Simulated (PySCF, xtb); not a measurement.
Another site gives an ion 66951.47 eV lower (`O[SiH2]Br`) at the level CAM-B3LYP-D3(BJ)/def2-TZVPD (PySCF).

The numbers are results of GFN2-xTB in xtb, not measurements.

```
xtb start.xyz --ohess tight --gfn 2 --chrg 0 --uhf 0 --iterations 400

# start.xyz
8

O     -0.955928     1.348207     1.031754
C     -1.131244     0.426351     0.269453
Si     0.359794    -0.558789    -0.430120
O      1.681649     0.115937     0.209437
H     -2.166990     0.157289    -0.020207
H      0.375538    -0.403379    -1.880289
H      0.245969    -1.943838     0.012689
H      1.591210     0.858223     0.807283
```

Output:

```
[...]
        11        2.0000           -0.4348589             -11.8331
        12        2.0000           -0.3778927             -10.2830 (HOMO)
        13                         -0.2847148              -7.7475 (LUMO)
        14                         -0.1853183              -5.0428
        15                         -0.1780579              -4.8452
        16                         -0.1202635              -3.2725
        17                         -0.0177603              -0.4833
       ...                                ...                  ...
        25                          0.7731265              21.0378
      -------------------------------------------------------------
                  HL-Gap            0.0931779 Eh            2.5355 eV
             Fermi-level           -0.3313038 Eh           -9.0152 eV


         :::::::::::::::::::::::::::::::::::::::::::::::::::::
         ::                     SUMMARY                     ::
         :::::::::::::::::::::::::::::::::::::::::::::::::::::
         :: total energy             -14.046165984379 Eh    ::
         :: gradient norm              0.000224698940 Eh/a0 ::
         :: HOMO-LUMO gap              2.535499459012 eV    ::
         ::.................................................::
         :: SCC energy               -14.158717963140 Eh    ::
         :: -> isotropic ES            0.052605417276 Eh    ::
         :: -> anisotropic ES          0.000822607749 Eh    ::
         :: -> anisotropic XC          0.000766961690 Eh    ::
         :: -> dispersion             -0.003778607921 Eh    ::
         :: repulsion energy           0.112551978761 Eh    ::
         :: add. restraining           0.000000000000 Eh    ::
         :: total charge              -0.000000000000 e     ::
         :::::::::::::::::::::::::::::::::::::::::::::::::::::

           -------------------------------------------------
          |                Numerical Hessian                |
           -------------------------------------------------
step length          :   0.00500
SCC accuracy         :   0.30000
Hessian scale factor :   1.00000
frozen atoms in %    :   0.00000    0
RMS gradient         :   0.00022
estimated CPU  time      0.00 min
estimated wall time      0.00 min

writing file <hessian>.

 projected vibrational frequencies (cm⁻¹)
eigval :       -0.00    -0.00    -0.00     0.00     0.00     0.00
eigval :      107.27   133.06   253.11   405.00   441.84   590.06
eigval :      637.76   716.39   777.13   787.46   829.88   930.55
eigval :     1362.34  1735.97  2289.57  2311.14  2726.32  3602.52
           -------------------------------------------------
          |                Property Printout                |
           -------------------------------------------------

    * Orbital Energies and Occupations

         #    Occupation            Energy/Eh            Energy/eV
      -------------------------------------------------------------
         1        2.0000           -0.7808103             -21.2469
         2        2.0000           -0.7156824             -19.4747
         3        2.0000           -0.6630797             -18.0433
         4        2.0000           -0.6009701             -16.3532
         5        2.0000           -0.5702983             -15.5186
         6        2.0000           -0.5405286             -14.7085
         7        2.0000           -0.5325588             -14.4917
         8        2.0000           -0.4977742             -13.5451
         9        2.0000           -0.4958697             -13.4933
        10        2.0000           -0.4837217             -13.1627
        11        2.0000           -0.4348589             -11.8331
        12        2.0000           -0.3778927             -10.2830 (HOMO)
        13                         -0.2847149              -7.7475 (LUMO)
        14                         -0.1853183              -5.0428
        15                         -0.1780579              -4.8452
        16                         -0.1202635              -3.2725
        17                         -0.0177603              -0.4833
        18                         -0.0105584              -0.2873
        19                          0.0932796               2.5383
        20                          0.1883713               5.1258
        21                          0.3327125               9.0536
        22                          0.5676863              15.4475
        23                          0.6123356              16.6625
       ...                                ...                  ...
        25                          0.7731265              21.0378
      -------------------------------------------------------------
                  HL-Gap            0.0931779 Eh            2.5355 eV
             Fermi-level           -0.3313038 Eh           -9.0152 eV

     #   Z          covCN         q      C6AA      α(0)
     1   8 O        0.861    -0.341    20.531     6.075
     2   6 C        2.649     0.093    25.909     8.327
     3  14 Si       3.491     0.488   101.234    19.489
     4   8 O        1.576    -0.447    21.836     6.306
     5   1 H        0.922     0.003     3.015     2.716
     6   1 H        0.920    -0.063     4.437     3.295
     7   1 H        0.920    -0.063     4.437     3.294
     8   1 H        0.811     0.331     0.634     1.250

 Mol. C6AA /au·bohr⁶  :        945.169918
 Mol. C8AA /au·bohr⁸  :      30664.241961
 Mol. α(0) /au        :         50.751885

Wiberg/Mayer (AO) data.
largest (>0.10) Wiberg bond orders for each atom

 ---------------------------------------------------------------------------
     #   Z sym  total        # sym  WBO       # sym  WBO       # sym  WBO
 ---------------------------------------------------------------------------
     1   8 O    2.085 --     2 C    1.970
     2   6 C    3.819 --     1 O    1.970     5 H    0.952     3 Si   0.797
     3  14 Si   3.908 --     4 O    1.263     6 H    0.884     7 H    0.884
                             2 C    0.797
     4   8 O    2.230 --     3 Si   1.263     8 H    0.867
     5   1 H    1.000 --     2 C    0.952
     6   1 H    0.996 --     3 Si   0.884
     7   1 H    0.996 --     3 Si   0.884
     8   1 H    0.890 --     4 O    0.867
 ---------------------------------------------------------------------------

Topologies differ in total number of bonds
Writing topology from bond orders to xtbtopo.mol

molecular dipole:
                 x           y           z       tot (Debye)
 q only:        0.237      -0.587      -0.462
   full:       -0.024      -0.427      -0.349       1.403
molecular quadrupole (traceless):
                xx          xy          yy          xz          yz          zz
 q only:       -0.635       3.750      -0.133       2.917      -0.933       0.769
  q+dip:       -0.406       4.277      -0.517       3.290      -2.061       0.923
   full:       -0.228       3.839      -0.532       2.968      -1.845       0.759

           -------------------------------------------------
          |                Geometry Summary                 |
           -------------------------------------------------

      molecular mass/u    :       76.1268075
   center of mass at/Å    :        0.1073894       0.1511958       0.1303793
  moments of inertia/u·Å² :        0.4308886E+02   0.1153808E+03   0.1524491E+03
rotational constants/cm⁻¹ :        0.3912295E+00   0.1461043E+00   0.1105788E+00

 * 5 selected distances

     #   Z          #   Z                                           value/Å
     1   8 O        2   6 C                                       1.2089902
     3  14 Si       4   8 O                                       1.6160413 (max)
     3  14 Si       6   1 H                                       1.4585577
     3  14 Si       7   1 H                                       1.4585599
Molecule has the following symmetry elements: (sigma)
It seems to be the Cs point group
     4   8 O        8   1 H                                       0.9573859 (min)

 * 4 distinct bonds (by element types)

   Z      Z             #   av. dist./Å        max./Å        min./Å
   1 H    8 O           1     0.9573859     0.9573859     0.9573859
   6 C    8 O           1     1.2089902     1.2089902     1.2089902
   1 H   14 Si          2     1.4585588     1.4585599     1.4585577
   8 O   14 Si          1     1.6160413     1.6160413     1.6160413

           -------------------------------------------------
          |               Frequency Printout                |
           -------------------------------------------------
 projected vibrational frequencies (cm⁻¹)
eigval :       -0.00    -0.00    -0.00     0.00     0.00     0.00
eigval :      107.27   133.06   253.11   405.00   441.84   590.06
eigval :      637.76   716.39   777.13   787.46   829.88   930.55
eigval :     1362.34  1735.97  2289.57  2311.14  2726.32  3602.52
 reduced masses (amu)
   1: 13.71   2: 19.21   3: 18.91   4: 15.66   5: 15.49   6: 20.44   7: 10.39   8: 14.97
   9:  2.67  10: 17.91  11:  3.99  12:  2.53  13:  7.74  14:  7.58  15:  2.06  16:  6.05
  17:  4.97  18: 19.90  19:  3.29  20: 13.59  21:  2.20  22:  1.52  23:  1.72  24:  1.88
 IR intensities (km·mol⁻¹)
   1:  0.74   2:  0.31   3:  0.01   4:  0.14   5:  0.38   6:  0.52   7:  0.56   8: 14.35
   9:150.86  10: 33.72  11: 43.26  12: 16.31  13: 39.79  14: 21.53  15:177.50  16: 53.21
  17:394.48  18:186.98  19: 31.24  20:150.25  21:388.64  22:106.32  23:160.57  24: 52.34
 Raman intensities (Ä⁴*amu⁻¹)
   1:  0.00   2:  0.00   3:  0.00   4:  0.00   5:  0.00   6:  0.00   7:  0.00   8:  0.00
   9:  0.00  10:  0.00  11:  0.00  12:  0.00  13:  0.00  14:  0.00  15:  0.00  16:  0.00
  17:  0.00  18:  0.00  19:  0.00  20:  0.00  21:  0.00  22:  0.00  23:  0.00  24:  0.00
 output can be read by thermo (or use thermo option).
 writing <g98.out> molden fake output.
 recommended (thermochemical) frequency scaling factor: 1.0
           -------------------------------------------------
          |             Thermodynamic Functions             |
           -------------------------------------------------

cs  symmetry found (for desy threshold:  0.10E+00) used in thermo

          ...................................................
          :                      SETUP                      :
          :.................................................:
          :  # frequencies                          18      :
          :  # imaginary freq.                       0      :
          :  linear?                             false      :
          :  only rotor calc.                    false      :
          :  symmetry                               cs      :
          :  rotational number                       1      :
          :  scaling factor                  1.0000000      :
          :  rotor cutoff                   50.0000000 cm⁻¹ :
          :  imag. cutoff                  -20.0000000 cm⁻¹ :
          :.................................................:

    mode    ω/cm⁻¹     T·S(HO)/kcal·mol⁻¹    T·S(FR)/kcal·mol⁻¹   T·S(vib)
   ------------------------------------------------------------------------
       1    107.27    -0.98917 ( 95.49%)    -0.82997 (  4.51%)    -0.98199
       2    133.06    -0.86502 ( 98.05%)    -0.76623 (  1.95%)    -0.86309
       3    253.11    -0.50949 ( 99.85%)    -0.57592 (  0.15%)    -0.50959
   ------------------------------------------------------------------------

   temp. (K)  partition function   enthalpy   heat capacity  entropy
                                   cal/mol     cal/K/mol   cal/K/mol   J/K/mol
 298.15  VIB   12.2                 1983.060     13.785     11.585
         ROT  0.665E+05              888.752      2.981     25.049
         INT  0.809E+06             2871.812     16.766     36.635
         TR   0.643E+27             1481.254      4.968     38.887
         TOT                        4353.0660    21.7343    75.5222   315.9849

       T/K    H(0)-H(T)+PV         H(T)/Eh          T*S/Eh         G(T)/Eh
   ------------------------------------------------------------------------
    298.15    0.693705E-02    0.539525E-01    0.358830E-01    0.180694E-01
   ------------------------------------------------------------------------

         :::::::::::::::::::::::::::::::::::::::::::::::::::::
         ::                  THERMODYNAMIC                  ::
         :::::::::::::::::::::::::::::::::::::::::::::::::::::
         :: total free energy         -14.028096541559 Eh   ::
         ::.................................................::
         :: total energy              -14.046165984379 Eh   ::
         :: zero point energy           0.047015431997 Eh   ::
         :: G(RRHO) w/o ZPVE           -0.028945989177 Eh   ::
         :: G(RRHO) contrib.            0.018069442820 Eh   ::
         :::::::::::::::::::::::::::::::::::::::::::::::::::::

optimized geometry written to: xtbopt.xyz

           -------------------------------------------------
          | TOTAL ENERGY              -14.046165984379 Eh   |
          | TOTAL ENTHALPY            -13.992213500187 Eh   |
          | TOTAL FREE ENERGY         -14.028096541559 Eh   |
          | GRADIENT NORM               0.000224695314 Eh/α |
          | HOMO-LUMO GAP               2.535498856964 eV   |
           -------------------------------------------------

------------------------------------------------------------------------
```

Cost: around 0.18 core-seconds (rough).
